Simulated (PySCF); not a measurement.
One of the candidates below gave these computed data.

All candidates are C3H13FOSi4.

| technique | computed result |
| --- | --- |
| Dipole | 1.80 D [PBE0/pcSseg-1] |
| NMR, other nuclei | isotropic shieldings of nuclei other than C and H, by class: 331 (1 O), 205 (1 F), 382 (1 Si), 392 (1 Si), 396 (1 Si), 425 (1 Si) ppm [GIAO PBE0/pcSseg-1] |
| 1H NMR | chemical shifts (computed TMS as zero) by class: 5.70 (1 H), 5.42 (2 H), 5.12 (3 H), 4.49 (2 H), 4.05 (3 H), 0.31 (2 H) ppm [GIAO PBE0/pcSseg-1] |
| 13C NMR | chemical shifts (computed TMS as zero) by class: 189.2 (1 C), 118.5 (1 C), -9.1 (1 C) ppm [GIAO PBE0/pcSseg-1] |
| Rotational structure | rotational constants A, B, C: 0.768, 0.670, 0.381 GHz [GFN2-xTB] |

Electronic properties: PySCF, gas phase, density fitting. Levels stand in brackets. Isolated species at its GFN2-xTB geometry (one conformer only). GFN2-xTB frequencies show an imaginary mode (21i cm⁻¹), so this geometry is no minimum at that level. Each NMR value is the plain mean over a class of atoms that symmetry, rotation or inversion makes alike.

Problem. Which candidate is it?
A. `F/C(=C/[SiH2]O[SiH3])[SiH2]C[SiH3]`
B. `F[C@@H]1[SiH2][SiH2]C[C@@H](O[SiH3])[SiH2]1`
C. `CC(C)O[Si@@H]1[SiH2][SiH2][Si@@H]1F`

Solution. A. It is `F/C(=C/[SiH2]O[SiH3])[SiH2]C[SiH3]`. Numbering: `[F:1]/[C:2](=[CH:3]/[SiH2:4][O:5][SiH3:6])[SiH2:7][CH2:8][SiH3:9]`. Its formula, C3H13FOSi4, gives 1 degree of unsaturation: 0 rings and 1 π bond in the structure found. 3 carbons fall into 3 classes; from least to most shielded: vinylic C–F carbon [C2] (189.2 ppm), alkene CH carbon [C3] (118.5 ppm), sp3 carbon bound to silicon [C8] (-9.1 ppm). Hydrogen classes from least to most shielded: 1 H on an alkene CH carbon, C3 (5.70 ppm), 2 H on an oxygen-bound silicon, Si4 (5.42 ppm), 3 H on an oxygen-bound silicon, Si6 (5.12 ppm), 2 H on an SiH2 silicon, Si7 (4.49 ppm), 3 H on an SiH3 silicon, Si9 (4.05 ppm), 2 H on an sp3 carbon bound to silicon, C8 (0.31 ppm). The other shieldings belong to: 331 ppm, siloxane oxygen [O5]; 205 ppm, vinyl fluorine [F1]; 382 ppm, oxygen-bound silicon [Si4]; 392 ppm, oxygen-bound silicon [Si6]; 396 ppm, SiH2 silicon [Si7]; 425 ppm, SiH3 silicon [Si9]. The optimised geometry has point group C1 and is an asymmetric top.

The others, at the same levels:
- `CC(C)O[Si@@H]1[SiH2][SiH2][Si@@H]1F` fails: its computed 13C shifts are 70.9 (1 C), 28.0 (1 C), 26.9 (1 C) ppm, 1H shifts are 6.76 (1 H), 6.27 (1 H), 4.36 (1 H), 4.18 (1 H), 3.78 (1 H), 3.76 (1 H), 3.65 (1 H), 1.25 (3 H), 1.23 (3 H) ppm and rotational constant A is 1.102 GHz (against 0.768 GHz).
- `F[C@@H]1[SiH2][SiH2]C[C@@H](O[SiH3])[SiH2]1` fails: its computed 13C shifts are 79.3 (1 C), 66.3 (1 C), 19.0 (1 C) ppm, 1H shifts are 5.77 (1 H), 4.84 (3 H), 4.65 (1 H), 4.42 (1 H), 4.20 (1 H), 4.15 (1 H), 4.04 (1 H), 3.98 (1 H), 3.91 (1 H), 2.16 (1 H), 1.02 (1 H) ppm and rotational constant A is 1.028 GHz (against 0.768 GHz).

Each candidate is one conformer, not necessarily the lowest. The conformers computed, where there is a choice (atom-mapped SMILES and torsion angles):
- `[F:1]/[C:2](=[CH:3]/[SiH2:4][O:5][SiH3:6])[SiH2:7][CH2:8][SiH3:9]`: C2–C3–Si4–O5 -14°, C3–Si4–O5–Si6 180°, F1–C2–Si7–C8 -103°, C2–Si7–C8–Si9 -178°
- `[CH3:1][CH:2]([CH3:3])[O:4][Si@@H:5]1[SiH2:6][SiH2:7][Si@@H:8]1[F:9]`: C1–C2–O4–Si5 -142°, C2–O4–Si5–Si6 40°

The conformers of `F[C@@H]1[SiH2][SiH2]C[C@@H](O[SiH3])[SiH2]1` aren't listed.
